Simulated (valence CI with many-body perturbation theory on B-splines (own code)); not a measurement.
# K12+: fill in the table

Computed by valence CI with perturbative core correlation (CI+MBPT): five valence electrons over a frozen Dirac-Fock core [He], radial functions for each j: 9 s, 9 p, 8 d, 6 f, 3 g, 1 h, with the one-electron correlation potential Σ1 (screened to all orders), the two-electron term Σ2, the three-electron term Σ3, Breit, model QED; selected single and double excitations, second order for the rest, scaled by the run's own slope (own B-spline code, finite nucleus).

No measured levels were compared; by estimate levels of excited configurations hold to 0.05 to 0.15 % of their energy, terms of the ground configuration to about 0.5 %. Among the levels kept, up to 2400 cm⁻¹ of a level comes from second order outside the variational space, and about a tenth of that is noise between levels of different J, which matters for small intervals.

```
          Level  E (eV)
 2s²2p³ ⁴S°_3/2    0.00
 2s²2p³ ²D°_3/2   12.51
 2s²2p³ ²D°_5/2       ?
 2s²2p³ ²P°_1/2   19.97
 2s²2p³ ²P°_3/2   20.89
   2s2p⁴ ⁴P_5/2   59.59
   2s2p⁴ ⁴P_3/2   61.54
   2s2p⁴ ⁴P_1/2   62.47
   2s2p⁴ ²D_3/2   82.11
   2s2p⁴ ²D_5/2   82.24
   2s2p⁴ ²S_1/2       ?
   2s2p⁴ ²P_3/2       ?
   2s2p⁴ ²P_1/2  102.08
    2p⁵ ²P°_3/2       ?
    2p⁵ ²P°_1/2  159.00
2s²2p²3s ⁴P_1/2  408.91
2s²2p²3s ⁴P_3/2       ?
2s²2p²3s ⁴P_5/2  411.98
2s²2p²3s ²P_1/2       ?
2s²2p²3s ²P_3/2  415.30
```

Problem. The levels stand in rising order. What does the calculation give for the missing energies?

Solution. 2s²2p³ ²D°_5/2 13.15; 2s2p⁴ ²S_1/2 95.52; 2s2p⁴ ²P_3/2 99.46; 2p⁵ ²P°_3/2 155.86; 2s²2p²3s ⁴P_3/2 410.32; 2s²2p²3s ²P_1/2 413.35.
